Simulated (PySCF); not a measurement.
CH11ClSi4. Atoms are numbered in the order given.

```xyz
17

Si    -2.0361    -1.8133    -1.7478
Si    -0.7796    -0.2084    -0.5871
Si    -1.5335    -0.1295     1.6363
C      1.0626    -0.6713    -0.6721
Si     2.1543     0.2519     0.5286
Cl     1.7250     2.2809     0.4274
H     -3.4925    -1.4740    -1.7195
H     -1.5910    -1.9146    -3.1734
H     -1.8459    -3.1505    -1.1011
H     -0.9925     1.1317    -1.2168
H     -1.2445    -1.4353     2.3091
H     -3.0116     0.0977     1.6559
H     -0.8591     0.9641     2.4001
H      1.4184    -0.5114    -1.7038
H      1.1688    -1.7488    -0.4523
H      1.8752    -0.1961     1.9231
H      3.6031     0.0807     0.2244
```

Geometry: PBE0-D3(BJ)/def2-SVP. The structure was generated by enumeration, and PubChem lists no compound with its InChIKey, so it may never have been made. The values are those of a single conformer.

All values below come from PBE/pcSseg-1 (PySCF).

GIAO shieldings, no solvent; atoms listed in one row are averaged. δ = σ(ref) − σ: ²⁹Si against TMS (σ = 335.4 ppm); ¹³C against TMS (σ = 182.0 ppm); ³⁵Cl against HCl (σ = 936.5 ppm); ¹H against TMS (σ = 31.49 ppm), references at their B3LYP-D3(BJ)/def2-TZVP geometries, non-relativistic (without spin–orbit terms, shifts of atoms bonded to Cl or Br come out too high).

| nucleus | atoms | count | δ (ppm) |
|---|---|---|---|
| ²⁹Si | Si5 | 1 | -3.9 |
| ²⁹Si | Si2 | 1 | -79.2 |
| ²⁹Si | Si1 | 1 | -104.7 |
| ²⁹Si | Si3 | 1 | -109.1 |
| ¹³C | C4 | 1 | -1.8 |
| ³⁵Cl | Cl6 | 1 | -30.3 |
| ¹H | H17 | 1 | 5.83 |
| ¹H | H16 | 1 | 5.56 |
| ¹H | H10 | 1 | 4.63 |
| ¹H | H7, H8, H9, H11, H12, H13 | 6 | 3.98 |
| ¹H | H14 | 1 | 0.99 |
| ¹H | H15 | 1 | 0.09 |
